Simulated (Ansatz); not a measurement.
`[CH3][Al]([CH3])[SeH]`, charge 0, multiplicity 1.

Problem. Give a relaxed structure at PBE0-D4/def2-TZVP (Ansatz 0.2.0). (Best estimate.)

Solution. Computed: 
Z-matrix (Å, degrees):
```
C
Al 1 1.950
H 1 1.092 2 113.1
H 1 1.096 2 110.2 3 120.4
H 1 1.094 2 111.0 3 -121.7
C 2 1.949 1 123.9 3 167.3
Se 2 2.330 1 119.9 3 -13.1
H 6 1.095 2 110.9 1 54.5
H 6 1.092 2 112.8 1 175.7
H 6 1.095 2 110.6 1 -63.6
H 7 1.469 2 92.9 1 0.7
```
This is one stationary point; other conformers may exist.
